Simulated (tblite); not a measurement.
Compound: C₆H₉FOSi.
Z-matrix (Å and degrees, GFN2-xTB geometry), rows numbered from 1:
```
C 
C   1  1.3281
C   2  1.4994  1  121.23
Si  2  1.8895  1  123.23  3   179.07
C   4  1.9078  2  109.55  1     7.02
F   5  1.3476  4  112.95  2  -116.23
C   5  1.3367  4  129.76  2    63.76
C   7  1.4516  5  121.62  4    -0.07
O   8  1.2043  7  125.40  5  -179.00
H   1  1.0797  2  121.91  3    -0.08
H   1  1.0775  2  122.29  3   179.62
H   3  1.0878  2  111.33  1    -0.06
H   3  1.0887  2  110.28  1   120.87
H   3  1.0888  2  110.13  1  -120.77
H   4  1.4656  2  111.34  1  -109.19
H   4  1.4675  2  111.56  1   126.86
H   7  1.0829  5  121.29  4  -179.87
H   8  1.1102  7  113.37  5     0.93
```

Level: GFN2-xTB in tblite, geometry and Hessian alike; calculated harmonic values, unscaled, isolated species. The method is semi-empirical: single wavenumbers can be off by several per cent or more. Modes of hydrogen on silicon can be 10 to 20 % off. One conformer, not necessarily the lowest.

Harmonic wavenumbers (cm⁻¹): 28.7, 42.2, 82.4, 132.2, 132.9, 147.8, 231.7, 250.7, 277.9, 321.1, 375.8, 412.7, 436.5, 482.1, 527.7, 579.9, 640.6, 672.8, 683.5, 728.7, 778.3, 875.3, 915.9, 923.2, 964.1, 1012.6, 1040.0, 1105.3, 1142.8, 1214.5, 1241.5, 1370.9, 1400.4, 1422.2, 1478.6, 1486.9, 1627.6, 1674.4, 1746.0, 2231.3, 2257.4, 2730.2, 3008.9, 3023.0, 3031.6, 3062.9, 3076.8, 3109.2.

A = 1599, B = 937.4, C = 693.8 MHz; mass 144.041 u (most abundant isotopes); point group C1, symmetry number 1.

What is the zero-point energy?

½Σν̃ = 28070 cm⁻¹ = 80.26 kcal/mol.

Give the ideal-gas entropy at 273.15 K and 1 bar in the rigid-rotor, harmonic-oscillator model (classical rotation).

Translation 40.40, rotation 29.85, vibration 34.05: S = 104.3 cal/(mol K).

And Cp and H(273.15 K) − H(0)?

Cp = 40.25 cal/(mol K), of which vibrations give 32.30 (their classical limit is 48 R = 95.4); H(273.15 K) − H(0) = 6.86 kcal/mol without the zero-point energy, 4.69 from vibrations.

Blend soft modes into free rotors: weight 1/[1 + (100 cm⁻¹/ν̃)⁴] for the oscillator and the rest for a rotor with moment μB/(μ + B), μ = h/(8π²ν), B = 10⁻⁴⁴ kg m². What vibrational entropy results?

30.41 cal/(mol K) in place of 34.05, which changes −T·S at 273.15 K by +0.99 kcal/mol.

What must be added to the electronic energy to get the Gibbs energy at 273.15 K and 1 bar?

ZPE + [H(273.15 K) − H(0)] − T·S = 80.26 + 6.86 − 28.49 = 58.63 kcal/mol.

How do the functions run with temperature in this model?

| T (K) | S (cal/(mol K)) | Cp (cal/(mol K)) | H − H(0) (kcal/mol) | G − H(0) (kcal/mol) | ln q(vib) |
| --- | --- | --- | --- | --- | --- |
| 150 | 84.4 | 27.2 | 2.69 | -9.97 | 4.48 |
| 250 | 100.8 | 37.9 | 5.96 | -19.25 | 7.76 |
| 298.15 | 107.9 | 42.7 | 7.90 | -24.28 | 9.28 |
| 400 | 121.8 | 51.7 | 12.72 | -35.99 | 12.40 |
| 600 | 145.4 | 65.1 | 24.48 | -62.78 | 18.15 |
| 900 | 174.5 | 77.9 | 46.10 | -110.93 | 25.90 |

q(vib) and H(0) count from the zero-point level.

Which modes carry the vibrational entropy at 273.15 K?

28.7 cm⁻¹: 5.74; 42.2 cm⁻¹: 4.98; 82.4 cm⁻¹: 3.66; 132.2 cm⁻¹: 2.75; 132.9 cm⁻¹: 2.74; 147.8 cm⁻¹: 2.53 cal/(mol K); the other 42 give 11.65 together.

Hindered rotation and anharmonicity are outside this model. Other conformers, if any are populated, would add a mixing term that is left out. The structure is chiral; the term R ln 2 for an equal mix with its mirror image is left out.
